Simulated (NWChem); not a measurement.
System: CH5FOSi; SMILES CO[SiH2]F

NWChem input:

```
start job
memory heap 200 mb stack 900 mb global 1100 mb
geometry units angstroms noautosym nocenter noautoz
  Si    -0.511511     0.649661    -0.040011
  F      0.803593     1.583761    -0.002205
  O     -0.207182    -0.848160     0.561851
  C      0.531743    -1.848786    -0.130019
  H     -0.927037     0.552115    -1.463819
  H     -1.538142     1.249014     0.836080
  H      1.607694    -1.718728     0.035714
  H      0.230821    -2.825014     0.260344
  H      0.333399    -1.826191    -1.210574
end
basis spherical
  Si library 6-31g*
  F library 6-31g*
  O library 6-31g*
  C library 6-31g*
  H library 6-31g*
end
dft
  xc b3lyp
  iterations 150
end
property
  shielding
  efieldgrad
end
task dft property
```

NWChem printed, in part:

```
             Northwest Computational Chemistry Package (NWChem) 7.3.0
             --------------------------------------------------------

                             Geometry "geometry" -> ""
                             -------------------------

 Output coordinates in angstroms (scale by  1.889725989 to convert to a.u.)

  No.       Tag          Charge          X              Y              Z
 ---- ---------------- ---------- -------------- -------------- --------------
    1 Si                  14.0000    -0.51151100     0.64966100    -0.04001100
    2 F                    9.0000     0.80359300     1.58376100    -0.00220500
    3 O                    8.0000    -0.20718200    -0.84816000     0.56185100
    4 C                    6.0000     0.53174300    -1.84878600    -0.13001900
    5 H                    1.0000    -0.92703700     0.55211500    -1.46381900
    6 H                    1.0000    -1.53814200     1.24901400     0.83608000
    7 H                    1.0000     1.60769400    -1.71872800     0.03571400
    8 H                    1.0000     0.23082100    -2.82501400     0.26034400
    9 H                    1.0000     0.33339900    -1.82619100    -1.21057400

 Effective nuclear repulsion energy (a.u.)     180.6222774448

                              NWChem Property Module
                              ----------------------

  itol2e modified to match energy
  convergence criterion.

                                 NWChem DFT Module
                                 -----------------

 Summary of "ao basis" -> "ao basis" (spherical)
 ------------------------------------------------------------------------------
       Tag                 Description            Shells   Functions and Types
 ---------------- ------------------------------  ------  ---------------------
 Si                          6-31g*                  8       18   4s3p1d
 F                           6-31g*                  6       14   3s2p1d
 O                           6-31g*                  6       14   3s2p1d
 C                           6-31g*                  6       14   3s2p1d
 H                           6-31g*                  2        2   2s

  itol2e modified to match energy
  convergence criterion.

[...]

          -----------------------------------------
          Chemical Shielding Tensors (GIAO, in ppm)
          -----------------------------------------

                                NWChem CPHF Module
                                ------------------

  scftype          =     RHF
  nclosed          =       21
  nopen            =        0
  variables        =     1029
  # of vectors     =        3
  tolerance        = 0.10D-03
  level shift      = 0.00D+00
  max iterations   =       50
  max subspace     =       30

 SCF residual:    9.3144095837383729E-006

Iterative solution of linear equations
  No. of variables     1029
  No. of equations        3
  Maximum subspace       30
        Iterations       50
       Convergence  1.0D-04

   iter   nsub   residual    time
   ----  ------  --------  ---------
     1      3    2.69D-01      17.2
     2      6    9.13D-03      19.5
     3      9    6.15D-04      21.9
     4     12    2.60D-05      24.1

      Atom:    1  Si
        Diamagnetic
    880.8215      1.5807      0.4752
      1.5807    884.3616     -1.6428
      0.4752     -1.6428    876.1703

        Paramagnetic
   -474.9960     -4.3647     -4.1926
     -4.3647   -447.3043     -1.1242
     -4.1926     -1.1242   -459.6352

        Total Shielding Tensor
    405.8255     -2.7840     -3.7174
     -2.7840    437.0573     -2.7670
     -3.7174     -2.7670    416.5350

           isotropic =     419.8059
          anisotropy =      26.6765

          Principal Components and Axis System
                 1           2           3
              437.5903    417.5390    404.2885

      1        -0.0731     -0.3203      0.9445
      2         0.9904      0.0880      0.1065
      3        -0.1173      0.9432      0.3108

      Atom:    2  F
        Diamagnetic
    480.2806     13.9065      0.9355
     13.9065    473.3669     -0.0203
      0.9355     -0.0203    460.6072

        Paramagnetic
   -131.8712     -3.4956     27.1606
     -3.4956    -99.0301    -36.2675
     27.1606    -36.2675   -180.2759

        Total Shielding Tensor
    348.4094     10.4108     28.0961
     10.4108    374.3368    -36.2878
     28.0961    -36.2878    280.3313

           isotropic =     334.3591
          anisotropy =      78.5632

          Principal Components and Axis System
                 1           2           3
              386.7346    358.3162    258.0266

      1         0.0254      0.9489     -0.3146
      2         0.9482      0.0768      0.3083
      3        -0.3167      0.3061      0.8978

      Atom:    3  O
        Diamagnetic
    381.8255    -16.4005     -5.4809
    -16.4005    409.8578      0.4852
     -5.4809      0.4852    381.1242

        Paramagnetic
    -68.9934     59.6515     47.3818
     59.6515   -133.1834    -47.7392
     47.3818    -47.7392   -128.2665

        Total Shielding Tensor
    312.8321     43.2510     41.9009
     43.2510    276.6744    -47.2540
     41.9009    -47.2540    252.8578

           isotropic =     280.7881
          anisotropy =      93.5629

          Principal Components and Axis System
                 1           2           3
              343.1634    311.6745    187.5264

      1         0.8772      0.2112     -0.4311
      2         0.4480     -0.6830      0.5769
      3         0.1726      0.6992      0.6938

      Atom:    4  C
        Diamagnetic
    245.6372     -6.1961     -3.2432
     -6.1961    252.1396      4.7527
     -3.2432      4.7527    244.8880

        Paramagnetic
   -113.4965    -21.6382    -11.5933
    -21.6382    -99.8733     20.7403
    -11.5933     20.7403   -115.3936

[...]
```

Level: B3LYP/6-31G* (spherical d), GIAO. Coordinates come from a B3LYP/6-31G* (spherical d) optimisation. NWChem prints the field gradient with the sign opposite to the second derivative of the potential. The printed shielding anisotropy is the first printed principal value minus the mean of the other two.
